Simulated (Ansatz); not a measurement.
Geometry optimisation, RKS PBE/STO-3G (Ansatz).

Input file:

```yaml
crystal:
  periodic: [false, false, false]
  atoms:
    - { symbol: F, position_ang: [1.0155, 1.6952, -1.4413] }
    - { symbol: Si, position_ang: [1.1291, 0.7408, -0.104] }
    - { symbol: Si, position_ang: [0.5307, -1.2114, -0.4078] }
    - { symbol: B, position_ang: [-0.5877, 0.1016, 0.5374] }
    - { symbol: S, position_ang: [-2.3015, 0.4386, 1.3693] }
    - { symbol: H, position_ang: [2.0416, 1.1437, 0.9855] }
    - { symbol: H, position_ang: [1.0989, -2.2162, 0.5547] }
    - { symbol: H, position_ang: [0.0662, -1.5589, -1.7208] }
    - { symbol: H, position_ang: [-2.9043, 0.8203, 0.2099] }
basis:
  gaussian: { orbitals: STO-3G }
hamiltonian:
  xc: pbe
relax:
  f_tol: 0.02
  max_steps: 40
```

Command:

```bash
$ ansatz run input.yaml --threads 1 --pin off --max-ram 2048MiB --backend cpu --events-out ev --progress --plain --runs-dir out
```

Task: Where does it end, and by what steps?

Result: The forces met the threshold. Limits of this set-up: minimal basis. After 18 steps the energy has fallen by 2.191 eV; H9 moved furthest, 0.96 Å.

```csv
step,energy less start (eV),largest force component (eV/Å),accepted
0,0.0000,3.703,yes
1,-0.7323,1.094,yes
2,-1.0492,1.553,yes
3,-1.4131,2.086,yes
4,-1.7708,1.590,yes
5,-1.9653,0.969,yes
6,-2.0598,1.546,yes
7,-2.1211,0.795,yes
8,-2.1378,0.538,yes
9,-2.1686,0.167,yes
10,-2.1719,0.052,yes
11,-2.1751,0.096,yes
12,-2.1806,0.237,yes
13,-2.1842,0.176,yes
14,-2.1895,0.167,yes
15,-2.1900,0.106,yes
16,-2.1910,0.088,yes
17,-2.1912,0.041,yes
18,-2.1913,0.009,yes
```

```xyz
9
Properties=species:S:1:pos:R:3
F 0.945 2.055 -1.290
Si 0.906 0.853 -0.135
Si 0.497 -1.342 -0.337
B -0.715 -0.032 0.457
S -2.436 0.127 0.614
H 1.983 1.078 0.838
H 1.376 -2.121 0.529
H 0.067 -2.161 -1.467
H -2.535 1.496 0.775
```

Run time: 41 s on 1 thread of Arm Neoverse V2 (shared host), peak memory 0.14 GiB.
